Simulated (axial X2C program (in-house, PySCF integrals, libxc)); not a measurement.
Nuclear properties of LiI

Calculated with an in-house all-electron X2C program for linear molecules (integrals from PySCF): two-component X2C with atomic mean-field Coulomb and Gaunt terms, Gaussian nuclei, basis I dyall-cv3z, Li dyall-cv3z with contracted cores.

R = 2.395 Å (near the PBE0 minimum at charge 0 of the determinant lowest at the starting distance; the state shown can have its own minimum elsewhere).

Input and command:
```json
{"zs": [53, 3], "q": 0, "bas": ["dyall-cv3z", "dyall-cv3z"], "r0": 2.66, "levels": ["PBE0", "HF", "B3LYP", "PBE50", "PBE"], "nst": 3}
```
```bash
python soeom.py task.json out
```

Keys: zs atomic numbers; q charge; bas basis sets; r0 starting distance in Å; levels methods; nst determinants followed.

Determinant lowest in the PBE0 search, Ω = 0 (closed shell), highest spinor 88% I p, 7% Li p, 5% Li d:

| level | qzz I (a.u.) | qzz Li (a.u.) | μ (D) |
| --- | --- | --- | --- |
| PBE0 | 1.31 | -0.02 | 7.16 |
| HF | 1.04 | -0.02 | 7.57 |
| B3LYP | 1.25 | -0.02 | 7.10 |
| PBE50 | 1.31 | -0.02 | 7.36 |
| PBE | 1.31 | -0.02 | 6.93 |

qzz is the electric field gradient, eQq0 = 234.96 MHz × Q/barn × qzz; μ is positive if the Li end (last atom) is positive. The operators were transformed with the bare-nucleus X2C matrices; with these basis sets, hyperfine constants and field gradients can be off by tens of per cent, and where levels differ in sign neither size nor sign is settled.

**Question.** With Q(127I) = -0.68822 barn (Q from Pyykkö, Mol. Phys. 2018), turn the PBE0 values of the first state into constants in MHz.

**Answer.** eQq0(127I) = 234.96 × (-0.68822) × (1.31) = -212 MHz.

Each state is one determinant with collinear spin. The search compared states at one distance, so a state with another bond length can lie lower.
